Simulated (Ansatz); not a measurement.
C2H8SSi2 can be A, `C=C[SiH2][SiH2]S`, or B, `[SiH3]C[SiH2]C=S`.

Calculated with Ansatz (gas phase, PBE0-D4/def2-TZVP geometries, no zero-point term in ΔE). CCSD(T)/CBS adds triple-zeta CCSD(T) − MP2 to the extrapolated MP2 energy (def2 sets, frozen cores). DFT in def2-TZVPP. B3LYP here is the variant with VWN-RPA as its local correlation; programs differ in this. Each species was taken in one conformer, which may not be the lowest.

(1) Which isomer does CCSD(T)/CBS put lower? Give the gap. (Best estimate.)

(2) Give E(B) − E(A) in kcal/mol with HF/def2-TZVPP, CCSD/def2-TZVPP, MP2/def2-TZVPP, B3LYP-D4, B3LYP, PBE-D4, CCSD(T)/def2-TZVPP. (An estimate is asked.)

Largest T1 diagnostic: 0.014.

Results:

(1) The calculation gave: A, by 15.3 kcal/mol.

(2) Computed: HF/def2-TZVPP 17.5, CCSD/def2-TZVPP 15.1, MP2/def2-TZVPP 13.3, B3LYP-D4 16.2, B3LYP 16.6, PBE-D4 17.9, CCSD(T)/def2-TZVPP 14.4. None reverses the order clearly.

In def2-TZVPP, CCSD(T) changes the Hartree–Fock value by −3.1 kcal/mol (the triples alone add −0.7 kcal/mol) and MP2 by −4.3 kcal/mol.
